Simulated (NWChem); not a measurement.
Program: NWChem. System: H$_{2}$GeS, charge 0, spin multiplicity 1, at a geometry optimised with B3LYP/def2-SVP. The structure started from a generated list of species. Level: CCSD(T)/def2-TZVP, 14 core orbitals frozen.

Job file:

```
start mol
memory heap 100 mb stack 700 mb global 1900 mb
geometry units angstroms nocenter noautoz
  Ge    -0.532409    -0.550931     0.000000
  H      0.640201    -1.643380     0.000000
  S      1.015476     1.072375     0.000000
  H      0.149254     2.115170     0.000000
  symmetry group Cs
end
basis spherical
  * library def2-tzvp
end
scf
  rhf
  nopen 0
  maxiter 100
  thresh 1e-7
  semidirect memsize 60000000 filesize 0
end
tce
  freeze core 14
  ccsd(t)
  2eorb
  2emet 13
  thresh 1e-6
  maxiter 100
  tilesize 24
end
task tce energy
```

NWChem printed:

```
             Northwest Computational Chemistry Package (NWChem) 7.3.0
             --------------------------------------------------------

                                NWChem Input Module
                                -------------------

 Scaling coordinates for geometry "geometry" by  1.889725989
 (inverse scale =  0.529177249)

 Turning off AUTOSYM since
 SYMMETRY directive was detected!

                             Geometry "geometry" -> ""
                             -------------------------

 Output coordinates in angstroms (scale by  1.889725989 to convert to a.u.)

  No.       Tag          Charge          X              Y              Z
 ---- ---------------- ---------- -------------- -------------- --------------
    1 Ge                  32.0000    -0.53240900    -0.55093100     0.00000000
    2 H                    1.0000     0.64020100    -1.64338000     0.00000000
    3 S                   16.0000     1.01547600     1.07237500     0.00000000
    4 H                    1.0000     0.14925400     2.11517000     0.00000000

 Effective nuclear repulsion energy (a.u.)     146.9859637337

            Nuclear Dipole moment (a.u.)
            ----------------------------
        X                 Y               Z
 ---------------- ---------------- ----------------
    -0.0000321253    -0.0000037795     0.0000000000

      Symmetry information
      --------------------

 Group name             Cs
 Group number              2
 Group order               2
 No. of unique centers     4

      Symmetry unique atoms

     1    2    3    4


 Summary of "ao basis" -> "" (spherical)
 ------------------------------------------------------------------------------
       Tag                 Description            Shells   Functions and Types
 ---------------- ------------------------------  ------  ---------------------
 *                         def2-tzvp                  on all atoms

 Summary of "ao basis" -> "ao basis" (spherical)
 ------------------------------------------------------------------------------
       Tag                 Description            Shells   Functions and Types
[...]
     T(1) DIIS level shift : 0.00D+00
     L(1) DIIS level shift : 0.00D+00
     T(R) DIIS level shift : 0.00D+00
     T(I) DIIS level shift : 0.00D+00
   CC-T/L Amplitude update :  5-th order DIIS
                I/O scheme : Global Array Library
        L-threshold :  0.10D-05
        EOM-threshold :  0.10D-05
 no EOMCCSD initial starts read in
 TCE RESTART OPTIONS
 SLICE:      F
 D4D5:       F
 quantumc:   F
 qrotation:  F
 pwtce:      F
 qducc:      F
 nacto:                         0
 nrotv:                         0
 nrot:                          0

            Memory Information
            ------------------
          Available GA space size is     249027391 doubles
          Available MA space size is     104843252 doubles

 Maximum block size supplied by input
 Maximum block size        24 doubles

 tile_dim =     24

 -------------------------------------------------
   1    alpha     a'     8 doubles       0       1
   2    alpha     a"     3 doubles       8       2
   3    beta      a'     8 doubles      11       1
   4    beta      a"     3 doubles      19       2
   5    alpha     a'    24 doubles      22       5
   6    alpha     a'    24 doubles      46       6
   7    alpha     a"    24 doubles      70       7
   8    beta      a'    24 doubles      94       5
   9    beta      a'    24 doubles     118       6
  10    beta      a"    24 doubles     142       7

 Global array virtual files algorithm will be used

 Parallel file system coherency ......... OK

 4-electron integrals stored in orbital form

 v2    file size   =          6216793
 4-index algorithm nr.  13 is used
 imaxsize =       30
 imaxsize ichop =        0


CCSD iterations
 ---------------------------------------------------------
 Iter          Residuum       Correlation     Cpu    Wall
 ---------------------------------------------------------
    1   0.1654122435083  -0.4018443287895     0.7     0.7
    2   0.0413501908186  -0.4176872062376     0.8     0.8
    3   0.0149060585137  -0.4262021549156     0.8     0.8
    4   0.0066266094606  -0.4277436845829     0.8     0.8
    5   0.0031466952849  -0.4286287823971     0.8     0.8
    6   0.0010596979862  -0.4290974099575     0.8     0.8
    7   0.0007104328626  -0.4291466571187     0.8     0.8
    8   0.0003727805935  -0.4291643226800     0.8     0.8
    9   0.0002839378891  -0.4291670168195     0.7     0.7
   10   0.0001740860579  -0.4291746595028     0.8     0.8
   11   0.0000350315312  -0.4291847872337     0.7     0.7
   12   0.0000201606043  -0.4291855654259     0.7     0.7
   13   0.0000114969799  -0.4291857181535     0.7     0.7
   14   0.0000079376727  -0.4291855573033     0.7     0.7
   15   0.0000049672487  -0.4291855196024     0.7     0.7
   16   0.0000011377612  -0.4291853546727     0.7     0.7
   17   0.0000008486831  -0.4291854176158     0.7     0.7
 -----------------------------------------------------------------
 Iterations converged
 CCSD correlation energy / hartree =        -0.429185417615774
 CCSD total energy / hartree       =     -2474.507372329065220

 Singles contributions

 Doubles contributions
 CCSD(T)
 Using plain CCSD(T) code
             total no. of tasks           74
 total no. of tasks / no. procs           74
                         wl_min       373248           8.5
                         wl_max      7077888          13.9
        thresh for no. of tasks           74

 CCSD[T]  correction energy / hartree =        -0.019930864781048
 CCSD[T] correlation energy / hartree =        -0.449116282396821
 CCSD[T] total energy / hartree       =     -2474.527303193846365
 CCSD(T)  correction energy / hartree =        -0.018792370659820
 CCSD(T) correlation energy / hartree =        -0.447977788275593
 CCSD(T) total energy / hartree       =     -2474.526164699725086

 Task  times  cpu:       72.9s     wall:       72.9s

 Total times  cpu:       72.9s     wall:       72.9s
```
